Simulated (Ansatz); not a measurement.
The inner images of a band of Cl4H4NOTa (11 atoms, charge 0, multiplicity 1) are given out of order.

These are results of RKS PBE/def2-SVP in Ansatz 0.2.0, not measurements.

Image 0:

```xyz
11
Properties=species:S:1:pos:R:3
Ta 0.108 0.014 0.193
O 1.856 -0.754 0.356
H 2.321 -1.177 1.099
Cl -0.028 -0.326 2.566
Cl 0.661 0.931 -1.905
Cl -1.815 1.404 0.404
Cl -1.032 -1.867 -0.526
N 1.172 2.012 0.898
H 1.281 2.017 1.923
H 0.598 2.829 0.648
H 2.102 2.137 0.473
```

Image 8:

```xyz
11
Properties=species:S:1:pos:R:3
Ta -0.069 0.553 0.365
O 2.156 -0.232 0.406
H 2.042 -1.167 0.113
Cl 0.125 0.041 2.683
Cl 0.469 1.172 -1.830
Cl -2.331 0.997 0.341
Cl -0.247 -1.787 -0.238
N 0.703 2.318 0.881
H 0.861 2.630 1.846
H 1.097 2.991 0.213
H 2.420 -0.297 1.348
```

**Question.** Put them in order from the first end to the last, with their energies above the first end.
A.
```xyz
11
Properties=species:S:1:pos:R:3
Ta 0.103 0.016 0.198
O 1.858 -0.739 0.309
H 2.361 -1.175 1.019
Cl 0.028 -0.362 2.568
Cl 0.598 0.971 -1.899
Cl -1.828 1.377 0.477
Cl -1.032 -1.868 -0.521
N 1.162 2.016 0.905
H 1.013 2.148 1.916
H 0.785 2.842 0.420
H 2.178 1.993 0.737
```
B.
```xyz
11
Properties=species:S:1:pos:R:3
Ta -0.036 0.192 0.215
O 1.884 -0.358 0.396
H 2.265 -1.118 0.869
Cl -0.295 -0.154 2.557
Cl 0.391 1.231 -1.857
Cl -2.168 1.219 0.250
Cl -0.514 -1.945 -0.499
N 1.235 1.936 0.977
H 1.048 2.261 1.933
H 1.392 2.728 0.343
H 2.025 1.227 0.944
```
C.
```xyz
11
Properties=species:S:1:pos:R:3
Ta 0.030 0.098 0.199
O 1.859 -0.510 0.337
H 2.308 -1.208 0.843
Cl -0.172 -0.242 2.556
Cl 0.451 1.171 -1.860
Cl -2.056 1.217 0.329
Cl -0.719 -1.964 -0.539
N 1.195 1.993 0.977
H 0.955 2.310 1.926
H 1.248 2.802 0.345
H 2.127 1.554 1.014
```
D.
```xyz
11
Properties=species:S:1:pos:R:3
Ta -0.116 0.518 0.330
O 2.092 -0.254 0.356
H 2.093 -1.230 0.455
Cl -0.044 -0.032 2.643
Cl 0.400 1.227 -1.846
Cl -2.357 1.062 0.275
Cl -0.298 -1.795 -0.294
N 0.765 2.216 0.923
H 0.927 2.479 1.901
H 1.167 2.909 0.282
H 2.600 0.119 1.103
```
E.
```xyz
11
Properties=species:S:1:pos:R:3
Ta 0.080 0.039 0.196
O 1.861 -0.665 0.271
H 2.370 -1.196 0.907
Cl 0.008 -0.336 2.561
Cl 0.518 1.056 -1.887
Cl -1.907 1.312 0.462
Cl -0.944 -1.910 -0.519
N 1.163 2.010 0.945
H 0.850 2.300 1.882
H 1.057 2.810 0.304
H 2.169 1.799 1.005
```
F.
```xyz
11
Properties=species:S:1:pos:R:3
Ta -0.129 0.342 0.269
O 1.995 -0.247 0.384
H 2.312 -1.012 0.901
Cl -0.254 -0.128 2.588
Cl 0.312 1.217 -1.862
Cl -2.266 1.235 0.298
Cl -0.410 -1.870 -0.407
N 1.190 1.912 0.940
H 1.057 2.259 1.898
H 1.359 2.700 0.303
H 2.059 0.812 0.816
```
G.
```xyz
11
Properties=species:S:1:pos:R:3
Ta -0.152 0.463 0.301
O 2.071 -0.286 0.325
H 2.240 -1.107 0.829
Cl -0.120 -0.135 2.600
Cl 0.372 1.232 -1.853
Cl -2.350 1.156 0.286
Cl -0.407 -1.799 -0.378
N 0.872 2.086 0.939
H 1.000 2.336 1.926
H 1.251 2.808 0.317
H 2.449 0.465 0.836
```

**Answer.** A (0.00 eV), E (+0.03 eV), C (+0.14 eV), B (+0.49 eV), F (+1.17 eV), G (+0.93 eV), D (+0.86 eV).

The run took 3.7 min on 4 threads of Intel(R) Xeon(R) 6975P-C (Granite Rapids), on a shared host, peak memory 0.28 GiB.
